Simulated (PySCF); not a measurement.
## Correlation energy of Rh (rhodium, neutral)

[Kr] 4d9, 2D determinant (an excited configuration). All numbers are calculated (PySCF 2.14, scalar relativity by spin-free X2C-1e, in x2c-TZVPPall). Frozen: [Kr]; 9 electrons correlated.

| level | correlation energy (mhartree) |
| --- | --- |
| CCSD | -276.57 |
| (T) | -13.81 |
| CCSD(T) | -290.38 |

Diagnostics: T1 = 0.030, D1 = 0.1051, largest double amplitude 0.031.

Cost of the coupled-cluster step: roughly 7 core-seconds, for 9 correlated electrons.
